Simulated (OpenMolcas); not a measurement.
# A ladder of methods for SnHCl3O (SMILES [OH][Sn]([Cl])([Cl])[Cl])

SnHCl3O has 6 atoms, charge 0, and is taken as a singlet. SMILES: `[OH][Sn]([Cl])([Cl])[Cl]`. Geometry: relaxed at PBE0-D4/def2-TZVP.

```xyz
6

O    -0.6743    0.4775    1.3636
Sn    0.2519   -0.2010   -0.1899
Cl    1.9312   -1.5297    0.5953
Cl   -1.1754   -1.4113   -1.5195
Cl    1.1050    1.5259   -1.4392
H    -1.3961    1.0745    1.1436
```

Quantity: the energy change with the Sn2–Cl4 bond stretched from 2.296 to 2.984 Å, in eV. The values are calculated.

```
                                                                 level                   kind     program  value (eV)  less CCSD(T)/def2-SVP
                           HF/def2-SVP (core potential) (unrestricted)           Hartree–Fock  OpenMolcas        1.75                  +0.22
                          SVWN5/def2-SVP (core potential) (restricted)                    LDA  OpenMolcas        1.43                  -0.10
                           BLYP/def2-SVP (core potential) (restricted)                    GGA  OpenMolcas        1.01                  -0.52
                         r2SCAN/def2-SVP (core potential) (restricted)               meta-GGA  OpenMolcas        1.37                  -0.16
                          B3LYP/def2-SVP (core potential) (restricted)          global hybrid  OpenMolcas        1.28                  -0.25
                         M06-2X/def2-SVP (core potential) (restricted)        hybrid meta-GGA  OpenMolcas        1.57                  +0.04
                         B2PLYP/def2-SVP (core potential) (restricted)          double hybrid  OpenMolcas        1.44                  -0.09
                            MP2/def2-SVP (core potential) (restricted)    perturbation theory  OpenMolcas        1.64                  +0.11
CCSD(T)/def2-SVP (Cholesky decomposition, core potential) (restricted)  coupled cluster or CI  OpenMolcas        1.53                   0.00
```

Differences are taken from CCSD(T)/def2-SVP (Cholesky decomposition, core potential) (restricted) for orientation; it has basis-set and higher-order errors of its own. The first shape isn't each level's own minimum. The values span 1.01 to 1.75 eV. In the correlated wave-function rows the outer d shell of Sn is correlated, in sets not made for it.
